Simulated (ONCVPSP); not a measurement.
# An all-electron radial function and its pseudo partner (oxygen)

Columns: radius, all-electron u(r) and pseudo u(r) of the 1s shell (level -514.70 eV) of oxygen in the configuration 1s2 2s2 2p4; PBE, scalar-relativistic, ONCV scheme, ONCVPSP 4.0.1.

```json
{"r (bohr)": "0.050", "all-electron": "1.4509", "pseudo": "0.9972"}
{"r (bohr)": "0.100", "all-electron": "1.9556", "pseudo": "1.7327"}
{"r (bohr)": "0.150", "all-electron": "1.9909", "pseudo": "2.0671"}
{"r (bohr)": "0.200", "all-electron": "1.8118", "pseudo": "2.0193"}
{"r (bohr)": "0.250", "all-electron": "1.5525", "pseudo": "1.7309"}
{"r (bohr)": "0.300", "all-electron": "1.2820", "pseudo": "1.3704"}
{"r (bohr)": "0.350", "all-electron": "1.0324", "pseudo": "1.0498"}
{"r (bohr)": "0.400", "all-electron": "0.8173", "pseudo": "0.8170"}
{"r (bohr)": "0.450", "all-electron": "0.6385", "pseudo": "0.6382"}
{"r (bohr)": "0.500", "all-electron": "0.4944", "pseudo": "0.4942"}
{"r (bohr)": "0.550", "all-electron": "0.3800", "pseudo": "0.3798"}
{"r (bohr)": "0.600", "all-electron": "0.2901", "pseudo": "0.2899"}
{"r (bohr)": "0.650", "all-electron": "0.2205", "pseudo": "0.2204"}
{"r (bohr)": "0.700", "all-electron": "0.1669", "pseudo": "0.1668"}
{"r (bohr)": "0.750", "all-electron": "0.1259", "pseudo": "0.1258"}
{"r (bohr)": "0.800", "all-electron": "0.0946", "pseudo": "0.0945"}
{"r (bohr)": "0.850", "all-electron": "0.0709", "pseudo": "0.0709"}
{"r (bohr)": "0.900", "all-electron": "0.0531", "pseudo": "0.0530"}
{"r (bohr)": "0.950", "all-electron": "0.0396", "pseudo": "0.0396"}
{"r (bohr)": "1.000", "all-electron": "0.0296", "pseudo": "0.0295"}
{"r (bohr)": "1.050", "all-electron": "0.0220", "pseudo": "0.0220"}
{"r (bohr)": "1.100", "all-electron": "0.0164", "pseudo": "0.0164"}
{"r (bohr)": "1.150", "all-electron": "0.0122", "pseudo": "0.0122"}
{"r (bohr)": "1.200", "all-electron": "0.0090", "pseudo": "0.0090"}
{"r (bohr)": "1.250", "all-electron": "0.0067", "pseudo": "0.0067"}
{"r (bohr)": "1.300", "all-electron": "0.0050", "pseudo": "0.0050"}
```

**Question.** How many radial nodes do the two functions have?

**Answer.** The all-electron 1s function has n − l − 1 = 0; the pseudo-wave has 0.

**Question.** At about which radius was the pseudo-wave matched?

**Answer.** 0.40 bohr, where the columns begin to agree (steps of 0.05 bohr).

**Question.** Where does each function peak?

**Answer.** Outermost all-electron maximum near 0.15 bohr, pseudo maximum near 0.15 bohr (to the table’s step).

**Question.** Is the pseudo-wave norm-conserving?

**Answer.** Yes: the ONCV scheme keeps the norm inside the radius equal to the all-electron one, which fixes the energy derivative of the logarithmic derivative at the level.
